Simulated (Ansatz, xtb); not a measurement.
Two isomers of C4H7F3Se

Structure X is `CC[C@H]([SeH])C(F)(F)F`, a singlet and structure Y is `C[Se][C@H](C)C(F)(F)F`, a singlet. Both are isolated molecules in the gas phase, relaxed with r2SCAN-D4/def2-SVP, each in the lowest conformer that the search found.

X (Å):

```yaml
atoms:
  - { symbol: C, position_ang: [-0.8120, 0.7227, 0.1550] }
  - { symbol: C, position_ang: [0.3445, -0.2573, 0.0220] }
  - { symbol: C, position_ang: [0.1937, -1.2484, -1.1326] }
  - { symbol: C, position_ang: [1.4707, -2.0415, -1.3597] }
  - { symbol: F, position_ang: [1.7824, -2.7970, -0.2905] }
  - { symbol: F, position_ang: [2.5107, -1.2054, -1.5682] }
  - { symbol: F, position_ang: [1.3976, -2.8457, -2.4251] }
  - { symbol: Se, position_ang: [-1.3554, -2.4603, -0.9568] }
  - { symbol: H, position_ang: [-1.7599, 0.1997, 0.3519] }
  - { symbol: H, position_ang: [-0.6291, 1.4261, 0.9810] }
  - { symbol: H, position_ang: [-0.9394, 1.3140, -0.7668] }
  - { symbol: H, position_ang: [1.2841, 0.2983, -0.1445] }
  - { symbol: H, position_ang: [0.4848, -0.8241, 0.9592] }
  - { symbol: H, position_ang: [-0.0043, -0.7114, -2.0761] }
  - { symbol: H, position_ang: [-0.8807, -3.0193, 0.3196] }
```

Y (Å):

```xyz
15

C     0.5653   -1.0552   -3.5082
C    -0.8346   -0.9392   -0.8858
C    -1.9397   -1.5444   -0.0299
C    -0.6532    0.5343   -0.5732
F     0.3143    1.0983   -1.3192
F    -1.7764    1.2398   -0.7601
F    -0.2915    0.6967    0.7190
Se   -1.2382   -1.2448   -2.7899
H     1.2554   -1.7365   -2.9906
H     0.9129   -0.0182   -3.4280
H     0.5040   -1.3452   -4.5665
H     0.1337   -1.4237   -0.6766
H    -1.7382   -1.3616    1.0366
H    -2.0033   -2.6281   -0.1972
H    -2.9139   -1.0942   -0.2749
```

Quicker runs give these differences E(Y) − E(X): GFN2-xTB +2.41 kcal/mol; HF/STO-3G −3.57 kcal/mol (at GFN2-xTB geometries); r2SCAN-D4/def2-SVP//GFN2-xTB +0.74 kcal/mol.

Problem. Which of the two would you expect CCSD(T)/def2-SVP + ΔMP2/def2-TZVPP electronic energies to favour?

Solution. Too close to call at this level: CCSD(T)/def2-SVP + ΔMP2/def2-TZVPP gives E(Y) − E(X) = −0.63 kcal/mol.

The same difference at several levels:

```
                             level            geometry  E(Y) − E(X) (kcal/mol)  departure from the last row (kcal/mol)  job, with rough time for the two
                          GFN2-xTB            GFN2-xTB                     +2.41                                   +3.04               optimisation, 0.2 s
                         HF/STO-3G            GFN2-xTB                     −3.57                                   −2.94               single point, 0.7 s
      r2SCAN-D4/def2-SVP//GFN2-xTB            GFN2-xTB                     +0.74                                   +1.37               single point, 6.6 s
                r2SCAN-D4/def2-SVP  r2SCAN-D4/def2-SVP                     +1.02                                   +1.65                optimisation, 77 s
                       HF/def2-SVP  r2SCAN-D4/def2-SVP                     +1.50                                   +2.14           part of the CCSD(T) run
                      MP2/def2-SVP  r2SCAN-D4/def2-SVP                     +2.55                                   +3.18           part of the CCSD(T) run
                  CCSD(T)/def2-SVP  r2SCAN-D4/def2-SVP                     +3.02                                   +3.65                      single point
CCSD(T)/def2-SVP + ΔMP2/def2-TZVPP  r2SCAN-D4/def2-SVP                     −0.63                                                     single point, 4.8 min
```

As drawn, Y has 1 C–Se, 1 C–H in place of 1 C–C, 1 Se–H.

The largest departure from CCSD(T)/def2-SVP + ΔMP2/def2-TZVPP is that of CCSD(T)/def2-SVP, 3.65 kcal/mol. The last row adds to CCSD(T) the change of the MP2 difference between the two basis sets, here −3.65 kcal/mol, a large step that makes the value less sure.

With thermal terms from frequencies at re-optimised GFN2-xTB minima (ideal gas, soft modes damped towards free rotors, one conformer each, 298.15 K, 1 atm): on the last row, ΔE + ΔZPE = +0.22, ΔH = +0.41, ΔG = +0.08 kcal/mol.

The correlated steps freeze 16 core orbitals; the filled d shell of Se is correlated, in a basis made for valence electrons. Codes used: Ansatz 0.2.0, xtb 6.7.1; the last row on 4 threads of Arm Neoverse V1 on a shared host.
